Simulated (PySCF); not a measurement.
**Field gradients at the hydrogen positions**

C5H14Si2.
Geometry (PBE0-D3(BJ)/def2-SVP, Å), atoms numbered from 1 in this order:
```
atom  x, y, z in Å
Si1    1.2771    1.9468    0.3104
C2     0.7363    0.2833   -0.4066
Si3    2.0139   -1.0658   -0.0582
C4    -0.6586   -0.1175    0.0710
C5    -1.3754   -1.3295   -0.5680
C6    -2.7009   -0.5591   -0.4369
C7    -1.8862    0.7409   -0.3148
H8     2.6292    2.3271   -0.2028
H9     0.3097    3.0265   -0.0586
H10    1.3402    1.8611    1.8034
H11    0.7214    0.4144   -1.5070
H12    3.3614   -0.6598   -0.5637
H13    2.1098   -1.3094    1.4154
H14    1.6261   -2.3494   -0.7220
H15   -0.6486   -0.2484    1.1685
H16   -1.2829   -2.3099   -0.0762
H17   -1.0778   -1.4413   -1.6238
H18   -3.4252   -0.6373   -1.2611
H19   -3.2191   -0.8011    0.5037
H20   -2.2258    1.5113    0.3940
H21   -1.7344    1.2163   -1.2978
```

Level: PBE0/pcSseg-1 (PySCF, non-relativistic); Q(2H) = 0.00286 b; rigid geometry, the same for H and D, with no vibrational averaging.

Question: Rank these positions by the coupling χzz of a deuteron there, largest first.
A. H21 (methylene hydrogen)
B. H8 (Si–H hydrogen)
C. H15 (methine hydrogen)
D. H18 (methylene hydrogen)

Answer: D (198 kHz), A (193 kHz), C (187 kHz), B (94 kHz).

Question: What are Vzz, η and χzz (234.96 MHz × Q × Vzz) at all hydrogens?

Answer: 
| atom | bonded to | bond length (Å) | Vzz (au) | η | χzz (kHz) |
| --- | --- | --- | --- | --- | --- |
| H8 | Si1 | 1.495 | 0.1400 | 0.02 | 94 |
| H9 | Si1 | 1.496 | 0.1402 | 0.01 | 94 |
| H10 | Si1 | 1.497 | 0.1397 | 0.02 | 94 |
| H11 | C2 | 1.108 | 0.2851 | 0.04 | 192 |
| H12 | Si3 | 1.495 | 0.1401 | 0.02 | 94 |
| H13 | Si3 | 1.497 | 0.1397 | 0.02 | 94 |
| H14 | Si3 | 1.496 | 0.1400 | 0.01 | 94 |
| H15 | C4 | 1.105 | 0.2786 | 0.05 | 187 |
| H16 | C5 | 1.101 | 0.2930 | 0.00 | 197 |
| H17 | C5 | 1.103 | 0.2875 | 0.01 | 193 |
| H18 | C6 | 1.100 | 0.2941 | 0.00 | 198 |
| H19 | C6 | 1.101 | 0.2906 | 0.02 | 195 |
| H20 | C7 | 1.101 | 0.2931 | 0.00 | 197 |
| H21 | C7 | 1.102 | 0.2879 | 0.01 | 193 |

Question: Average by the element that carries the hydrogen.

Answer: on Si: 94 kHz over 6 positions, mean bond length 1.496 Å; on C: 194 kHz over 8 positions, mean bond length 1.103 Å.

Question: How does χzz go with the bond length over the 8 C–H bonds?

Answer: A straight-line fit has a slope of -9.7 kHz for each 0.01 Å, with a correlation coefficient of -0.80, over lengths from 1.100 to 1.108 Å.

Question: Give the 2H NMR doublet splittings at H8 for a magnetic field along the z, y and x axes of the gradient: 3χ/2, 3χ(1 + η)/4, 3χ(1 − η)/4.

Answer: With |χ| = 94.1 kHz and η = 0.018: 141, 72 and 69 kHz, to first order and without motion.

One conformer (not necessarily the lowest) at the PBE0-D3(BJ)/def2-SVP geometry, without solvent, vibrations or thermal averaging. With a basis this small, the couplings can be 20 % off.

The run behind these numbers computed NMR shieldings as well. On one thread, Intel Xeon at 2.50 GHz (x86_64), no GPU, shared host with 64 logical CPUs at a one-minute load of 63, this took 1.8 min wall and 0.97 GiB of memory at its peak.
